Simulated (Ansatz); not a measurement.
Calculated with Ansatz (gas phase, PBE0-D4/def2-TZVP geometries, no zero-point term in ΔE). CCSD(T)/CBS adds triple-zeta CCSD(T) − MP2 to the extrapolated MP2 energy (def2 sets, frozen cores). This one scheme is used for every species. Functionals use def2-TZVPP. One conformer a species, not always the lowest.

Reaction (cleavage of the Al–Si bond): `[AlH2][SiH2]S` + `O[Si](O)(O)O` → `O[Si](O)(O)[O][AlH2]` + `[SiH3]S`

| level | ΔE (eV) |
| --- | --- |
| B97M-V | -1.66 |
| LC-ωPBE | -1.57 |

(1) What does CCSD(T)/CBS give? (An estimate is asked.)

(2) What do rigid-rotor, harmonic-oscillator terms from PBE0-D4/def2-TZVP frequencies (298.15 K, 1 bar) make of the CCSD(T)/CBS value? (Estimate.)

Largest T1 diagnostic among the species: 0.012.

Results:

(1) Computed: -1.66 eV. The listed levels differ from it by 0.00, 0.09 eV.

(2) Ansatz gave: ΔZPE = -0.04 eV, ΔH = -1.70 eV, ΔS = 10 J/(mol·K), ΔG = -1.73 eV. Modes under 50 cm⁻¹ make the entropy rough.

From PBE to PBE0 (25 % exact exchange), in def2-TZVPP and without D4, ΔE moves by −0.06 eV. At CCSD(T), def2-SVP lies −0.07 eV from the extrapolated value and def2-TZVPP −0.01 eV.
